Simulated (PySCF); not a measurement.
Spectra and structures to be paired. The calculation used TDDFT CAM-B3LYP/def2-SVPD, vertical, gas phase, core orbitals frozen in the response (PySCF 2.14.0, density-fitted response routines). Geometries: PBE0-D3(BJ)/def2-SVP; one conformer of each isolated species. Triplets are in the Tamm–Dancoff approximation.

A. `CC[P@H](=O)c1ccncc1`
B. `c1cc(ccc1Cl)C#C`
C. `CC[C@@H]1CCC(=O)C1`
D. `O=S1CCCCCC1`
E. `C1C[C@H]2C[C@H]([C@H]21)OC`

Lowest singlet levels (six at most, fewer where fewer were computed) with oscillator strengths:

1. 214 nm (f 0.009); 208 nm (f 0.037); 194 nm (f 0.007); 185 nm (f 0.069); 184 nm (f 0.003); 174 nm (f 0.006); T1 5.11 eV
2. 177 nm (f 0.019); 166 nm (f 0.003); 160 nm (f 0.032); 158 nm (f 0.033); 157 nm (f 0.007); 154 nm (f 0.008)
3. 246 nm (f 0.001); 241 nm (f 0.436); 222 nm (f 0.000); 199 nm (f 0.000); 194 nm (f 0.277); 192 nm (f 0.001)
4. 287 nm (f 0.000); 178 nm (f 0.024); 160 nm (f 0.002); 157 nm (f 0.022); 156 nm (f 0.004); 152 nm (f 0.017)
5. 261 nm (f 0.005); 233 nm (f 0.000); 230 nm (f 0.050); 206 nm (f 0.002); 200 nm (f 0.018); 195 nm (f 0.009); T1 4.07 eV

Question: Match each spectrum to its molecule.

Answer: 1 = D, 2 = E, 3 = B, 4 = C, 5 = A.
- A: S1 at 4.74 eV, HOMO→LUMO (87%); Löwdin shares by element: HOMO nitrogen 45%, carbon 19% or more, oxygen 10% (atoms not listed hold the other 27%); LUMO carbon 46% or more, nitrogen 19% (atoms not listed hold the other 35%); HOMO -9.10 and LUMO -0.52 eV.
- B: S1 at 5.03 eV, HOMO→LUMO+1 (63%), HOMO-1→LUMO (34%); Löwdin shares by element: HOMO carbon 46% or more, chlorine 14% (atoms not listed hold the other 40%); LUMO carbon 55% or more (atoms not listed hold the other 45%); HOMO -8.07 and LUMO -0.35 eV; point group C2v, 2 of its 6 listed states under f = 0.0005.
- C: S1 at 4.32 eV, HOMO→LUMO (93%); S1 has the pattern of n→π* at C=O; HOMO -8.51 and LUMO 0.61 eV.
- D: S1 at 5.78 eV, HOMO→LUMO+3 (48%), HOMO→LUMO+2 (15%), HOMO→LUMO+4 (12%); Löwdin shares by element: HOMO oxygen 52%, sulfur 30%, carbon 13% or more; LUMO carbon 19% or more, hydrogen 16% or more (atoms not listed hold the other 65%); HOMO -7.85 and LUMO 1.05 eV.
- E: S1 at 6.99 eV, HOMO→LUMO (86%); Löwdin shares by element: HOMO oxygen 38%, carbon 26% or more, hydrogen 6% or more (atoms not listed hold the other 30%); LUMO carbon 23% or more, hydrogen 17% or more (atoms not listed hold the other 60%); HOMO -8.56 and LUMO 1.36 eV.
